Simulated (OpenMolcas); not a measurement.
## F IV: CASPT2 settings compared

```
Program             : OpenMolcas 26.06
Basis               : ANO-R3 [4s4p2d1f]
Scalar Hamiltonian  : X2C, finite nucleus
Active space        : 4 electrons in 4 orbitals (2s 2p)
State averaging     : 2S+1 = 3 even, 3 roots; 2S+1 = 1 even, 6 roots kept (CI in the orbitals of an earlier block); 2S+1 = 5 odd, 1 root; 2S+1 = 3 odd, 8 roots kept (CI in the orbitals of an earlier block); 2S+1 = 1 odd, 5 roots kept (CI in the orbitals of an earlier block, 0 in the spin-orbit step)
Spin-orbit coupling : RASSI with atomic mean-field integrals over the reference wave functions, term energies averaged over their components
```

Methods on the same reference wave functions:
A. CASSCF
B. SS-CASPT2, IPEA 0.15 Eh, real shift 0.5 Eh (closed shells correlated: 1s)
C. SS-CASPT2, IPEA 0 Eh, real shift 0.1 Eh (closed shells correlated: 1s)
D. XMS-CASPT2, IPEA 0 Eh, sigma2 regulariser 0.25 Eh (closed shells correlated: 1s)

Energies in eV above 2s² 2p² ³P₀, the measured ground level; measured values from Moore, Atomic Energy Levels, vol. I, NSRDS-NBS 35 (1971 reprint of NBS Circular 467, 1949).

| Level | A | B | C | D | Measured |
| --- | --- | --- | --- | --- | --- |
| 2s² 2p² ³P₀ | 0.0000 | 0.0000 | 0.0000 | 0.0000 | 0.0000 |
| 2s² 2p² ³P₁ | 0.0265 | 0.0265 | 0.0265 | 0.0265 | 0.0279 |
| 2s² 2p² ³P₂ | 0.0775 | 0.0774 | 0.0774 | 0.0774 | 0.0761 |
| 2s² 2p² ¹D₂ | 3.4732 | 3.196 | 3.219 | 3.205 | 3.1295 |
| 2s² 2p² ¹S₀ | 6.4119 | 6.643 | 6.670 | 6.712 | 6.6386 |
| 2s 2p³ ⁵S°₂ | 7.7521 | 8.902 | 8.944 | 8.987 |  |
| 2s 2p³ ³D°₂ | 18.8130 | 18.194 | 18.174 | 18.216 | 18.3359 |
| 2s 2p³ ³D°₁ | 18.8133 | 18.194 | 18.174 | 18.216 | 18.3375 |
| 2s 2p³ ³D°₃ | 18.8136 | 18.194 | 18.174 | 18.216 | 18.3300 |
| 2s 2p³ ³P°₀ | 22.2298 | 21.737 | 21.733 | 21.774 |  |
| 2s 2p³ ³P°₁ | 22.2301 | 21.737 | 21.733 | 21.774 | 21.7272 |
| 2s 2p³ ³P°₂ | 22.2306 | 21.737 | 21.734 | 21.775 | 21.7266 |

Deviations, from unrounded energies. A percentage is the sum of absolute deviations over the sum of measured energies, with the sign that they share, or ± where signs differ.

| Against measurement | Levels | A | B | C | D |
| --- | --- | --- | --- | --- | --- |
| mean absolute deviation (cm-1) | 9 | 2700 | 460 | 550 | 540 |
| fine structure of the ground term (%) | 2 | ±2.7 | ±2.7 | ±2.7 | ±2.7 |
| other terms of the ground configuration (%) | 2 | ±5.8 | +0.7 | +1.2 | +1.5 |
| other configurations (%) | 5 | +2.5 | ±0.4 | ±0.5 | ±0.5 |

B lies closest to measurement on these levels and A furthest from it. The largest miss of B in the table is 2s 2p³ ³D°₁, by -1200 cm-1. The ranking rests on the paired levels alone, and a cruder setting can come out closer through cancelling errors.

Among B to D the level of the table that moves most is 2s 2p³ ⁵S°₂, by 680 cm-1 (lowest in B, highest in D). Moves below CASPT2's spread within the term are not significant.

From A to B the spin-free energies of the other terms of 2s² 2p² shown, above ³P, scale by factors of 0.92 to 1.04.

The lowest spin-free term lies below A's lowest term by 0.085 hartree in B, 0.088 hartree in C, 0.089 hartree in D.

CASPT2 does not keep the components of a term degenerate, so their means are used; among the terms shown or strongly mixed into the levels shown the widest spread is 60 cm-1 (2s 2p³ ³D°, B). Terms from blocks run as CI alone lack orbitals of their own. Computed and measured levels are paired by configuration, term and J; levels that our copy of the source lacks, or whose pairing is in doubt (as where it misses far off the trend of its configuration), stay unpaired and out of the deviations. Only configurations of the active space appear.

° marks odd parity.
